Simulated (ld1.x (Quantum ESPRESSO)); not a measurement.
# Nd: variants of one TM potential

Base potential:

- Element: Nd (Z = 60)
- Generator: ld1.x (Quantum ESPRESSO) 7.5
- Type: norm-conserving Troullier–Martins (Kleinman–Bylander form)
- Functional: PBEsol
- Relativity: scalar-relativistic
- Frozen core: [Kr] 4d10 5s2
- Valence charge: 12
- Reference configuration: 4f4 5p6 5d0 6s0 6p0 (charge +2)
- Partial waves: 6s (bound, empty): rc 2.90 bohr; 5p (bound): rc 2.50 bohr; 5d (bound, empty): rc 3.50 bohr; 4f (bound): rc 0.90 bohr
- Local potential: all-electron potential smoothed inside 1.85 bohr (lloc = -1)
- Core correction: Bessel-smoothed model core inside 0.75 bohr

All-electron outer shells of the reference configuration (PBEsol, scalar-relativistic, ld1.x):

| shell | level (eV) | outermost node (bohr) | outermost maximum (bohr) |
| --- | --- | --- | --- |
| 4d | -129.39 | 0.29 | 0.62 |
| 5s | -53.46 | 0.72 | 1.32 |
| 5p | -35.00 | 0.77 | 1.50 |
| 4f | -14.60 | – | 0.67 |
| 5d | -13.51 | 0.88 | 2.10 |
| 6s | -13.23 | 1.75 | 3.34 |
| 6p | -9.48 | 2.05 | 4.03 |

Cutoffs, loose and tight: the cutoffs (Ry, on a coarse ladder) from which the occupation-weighted sum of valence levels, in a spherical-Bessel basis at the reference potential, stays within 10 and 1 mRy of its value at 400 Ry. They do not see the model core or the augmentation charge, which bear on the density cutoff. Test errors are all-electron minus pseudo excitation energies from the reference, over the configurations 4f4 5p6 5d0 6s2 6p0; 4f4 5p6 5d0 6s1 6p0; 4f3 5p6 5d0 6s0 6p0; 4f4 5p6 5d1 6s0 6p0; 4f4 5p5 5d0 6s2 6p0; 4f5 5p6 5d0 6s0 6p0; 4f4 5p6 5d0 6s0 6p1. A dash means not determined; rows that change the core or the reference have their own tests. The largest error is taken over the tests solved by every variant that gives reliable tests at all: 4f3 5p6 5d0 6s0 6p0; 4f4 5p6 5d0 6s0 6p1; 4f4 5p6 5d1 6s0 6p0; 4f5 5p6 5d0 6s0 6p0.

A true bound ghost makes a file unfit for plane-wave use even where its test errors are small: the radial tests pick states by their node count and pass the ghost by. Where a test does run into it, the solver fails or the error is huge.

| change | outcome | cutoff, loose | cutoff, tight | bound ghosts | largest test error (meV) |
| --- | --- | --- | --- | --- | --- |
| base | generated | over 300 Ry | over 300 Ry | s | -212 |
| wave 6s (bound): rc 2.90 bohr becomes 6s (bound): rc 1.86 bohr | generated | over 300 Ry | over 300 Ry | s | -212 |
| wave 6s (bound): rc 2.90 bohr becomes 6s (bound): rc 2.32 bohr | generated | over 300 Ry | over 300 Ry | s | -212 |
| wave 6s (bound): rc 2.90 bohr becomes 6s (bound): rc 2.68 bohr | generated | over 300 Ry | over 300 Ry | s | -212 |
| wave 6s (bound): rc 2.90 bohr becomes 6s (bound): rc 2.92 bohr | generated | over 300 Ry | over 300 Ry | s | -212 |
| wave 6s (bound): rc 2.90 bohr becomes 6s (bound): rc 3.20 bohr | generated | over 300 Ry | over 300 Ry | s | -212 |
| wave 6s (bound): rc 2.90 bohr becomes 6s (bound): rc 3.56 bohr | generated | over 300 Ry | over 300 Ry | s | -211 |
| wave 6s (bound): rc 2.90 bohr becomes 6s (bound): rc 4.04 bohr | generated | over 300 Ry | over 300 Ry | s | -211 |
| wave 6s (bound): rc 2.90 bohr becomes 6s (bound): rc 4.34 bohr | generated | over 300 Ry | over 300 Ry | s | -212 |

Reading the sweep of the s radius (base included, trends over the rows without a ghost): Bound ghosts are found at 1.86, 2.32, 2.68, 2.9, 2.92, 3.2, 3.56, 4.04, 4.34 bohr. Every judged row has one, so this setting neither creates nor removes them.
